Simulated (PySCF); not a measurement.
aminoborane (H$_{4}$BN), singlet, at a GFN2-xTB geometry. Base run: PySCF with CAMB3LYP/cc-pVDZ.

The PySCF input:
```python
from pyscf import gto, scf, dft

mol = gto.Mole()
mol.atom = '''
    B    -0.77307193    0.03810398   -0.00610888
    N     0.60276472   -0.02970970    0.00476310
    H    -1.38946287   -0.95786383   -0.02622734
    H    -1.28877919    1.08987185    0.00506365
    H     1.20319210    0.77796860    0.02194645
    H     1.12105659   -0.89252861   -0.00358004
'''
mol.basis = 'cc-pvdz'
mol.verbose = 3
mol.build()

mf = dft.RKS(mol)
mf.xc = 'camb3lyp'
mf.kernel()
mf.analyze()
```

Each row names what was changed in the base input (with any setting that the change needs).

```tsv
change	ΔE vs base (µEh)	fitting functions	dipole (D)
base	0.0	-	2.15
auxbasis = def2-universal-jfit	?	142	2.14
auxbasis = cc-pvtz-ri	-72.0	282	2.15
auxbasis = def2-universal-jkfit	-32.1	224	2.15
auxbasis = default (with mf = mf.density_fit())	-21.0	232	2.14
only_dfj = on; auxbasis = def2-universal-jfit	-117	142	2.14
auxbasis = even-tempered beta=1.6	0.2	490	2.15
auxbasis = autoaux	-5.7	321	2.15
auxbasis = even-tempered beta=2.0	-2.1	336	2.15
auxbasis = cc-pvdz-jkfit	-21.0	232	2.14
```

Q: What belongs in the gaps?

A: 
- auxbasis = def2-universal-jfit, ΔE vs base (µEh): 275

A fitting set is made for a task (jfit for Coulomb, jkfit for Coulomb and exchange, ri for correlation) and for a family of orbital bases.
